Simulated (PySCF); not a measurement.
# Shapes and spin states of MoF3

Level of theory: PBE0/[Mo def2-TZVP with ECP28, F def2-TZVP], scalar-relativistic core potentials, density fitting, no spin–orbit coupling, PySCF.

Relaxations began from a few typed shapes and spin states; open shells are unrestricted. The search is not exhaustive: other isomers or separated fragments can lie lower, and high-lying points may rest on an excited occupation.

```csv
spin,group,bonds,angles,imaginary modes (cm⁻¹),ΔE (kJ/mol),ΔE with ZPE (kJ/mol)
quartet,D3h,Mo–F 1.850 Å (×3),F–Mo–F 120.0° (×3),none,0.0,0.0
broken-symmetry Ms = 1/2 (⟨S²⟩ 1.66),Cs,"Mo–F 1.834 Å, Mo–F 1.842 Å (×2)","F–Mo–F 115.7°, F–Mo–F 122.1° (×2)",none,66.3,65.6
```

The lowest minimum found is the quartet D3h: Mo–F 1.850 Å (×3); F–Mo–F 120.0° (×3).

Formally Mo is in oxidation state +3, d3, with 3 unpaired electrons (the high-spin count). The Mulliken spin on Mo is 2.94. The polar-tensor charge on Mo, 2.00, is below the formal one.

For the lowest minimum: with open d or f shells other occupations or spin states may lie lower.
